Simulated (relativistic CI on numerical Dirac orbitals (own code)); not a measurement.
Calculated at this level of theory: Dirac-Coulomb-Breit CI, KLI orbitals optimised for each configuration, model QED, unscaled Slater integrals (own radial code, finite nucleus).

The strongest absorption lines from the ground level of an ion, among the configurations computed and to levels below about 1210 eV (vacuum wavelength in Å, gf): 10.229 (0.069), 10.275 (0.059), 10.275 (0.22), 33.530 (0.17), 33.581 (0.04), 36.886 (2), 38.989 (1.5), 41.175 (0.16).

(1) Which ion is it?
A. Eu38+
B. La32+
C. Nd35+
D. Tm44+

Results:

(1) A. Eu38+ has 25 electrons and the ground level 3s²3p⁶3d⁷ ⁴F9/2; the strongest line goes to 3s²3p⁵3d⁸ ⁴D°7/2. The pattern of lines fixes the number of electrons, and along that sequence the line energies rise steadily with the charge (about as its square where n changes within one kind of shell, about linearly where n is kept but much faster in heavy ions where fine structure, which grows about as Z⁴, sets the gap, and irregularly where shells cross), which fixes Z. Configurations outside the model, such as inner-shell arrays, can give stronger lines. At this charge energies of transitions that change n are usually good to better than 1 %, and those within a shell (Δn = 0) to a few per cent. Terms inside the open d or f shell come out 10 to 20 % too wide with unscaled integrals.

LS names give the leading component of a level, which can be under half, so a name can repeat, a term be missing and a line seem to break the LS rules.
